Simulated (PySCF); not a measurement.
Reaction (SMILES): C=[SiH2] (CH2-SiH2) → C=[SiH-] + H+
B3LYP-D3(BJ)/def2-TZVP geometries, fixed; electronic energies without zero-point terms.

Effect of the grid level at PBE0/def2-SVP with PySCF, against the last row, where the deprotonation energy is 368.39 kcal/mol. The proton leaves the site shown, which need not be the most acidic. Cost is core time over that of grids.level: 1, rough, on shared machines of one kind.

| setting | grid points, largest species | largest shift of a total energy (mEh) | shift of the deprotonation energy (kcal/mol) | cost |
|---|---|---|---|---|
| grids.level: 0 | 5192 | 42.069 | 0.147 | 0.7× |
| grids.level: 1 | 21480 | -0.013 | -0.007 | 1× |
| grids.level: 2 | 44624 | 0.001 | 0.000 | 1× |
| grids.level: 3 | 72536 | 0.000 | 0.000 | 2× |
| grids.level: 4 | 120360 | 0.000 | 0.000 | 2× |
| grids.level: 5 | 180696 | 0.000 | 0.000 | 4× |
| grids.level: 7 | 374112 | 0.000 | 0.000 | 5× |

Within 0.02 kcal/mol in the deprotonation energy: grids.level: 1; grids.level: 2; grids.level: 3; grids.level: 4; grids.level: 5. The largest shift is 42.069 mEh in a total energy and 0.147 kcal/mol in the difference.
